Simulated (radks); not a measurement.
Problem. Charge is removed step by step from the 1s down level of Be, starting from 1s(up 1, down 1) 2s2. Code: a radial shooting solver on a logarithmic mesh with Libxc functionals. Model: scalar-relativistic Kohn-Sham, LDA (Slater exchange, Perdew-Wang correlation), spin-polarised, spherical densities, finite nucleus; Fermi nuclear charge, rms radius 2.519 fm. At the starting occupation the eigenvalue is -104.95 eV. Estimate the energy to remove one whole electron from this level, the eigenvalue at the end, and how far E(n) bends from a straight line.

Solution. Delta-SCF 122.26 eV; final eigenvalue -135.48 eV; the deviation from the straight line is -4.143 eV at 0.5 electron removed, the largest on the grid computed. Slater's transition state (half an electron removed) gives 122.90 eV. Integrating minus the eigenvalue over the occupation (Janak's theorem) gives 122.19 eV. In this scalar-relativistic scheme the density is built from large components alone, so the theorem holds only approximately. The mean slope of the eigenvalue, de/dn, is 30.5 eV per electron.
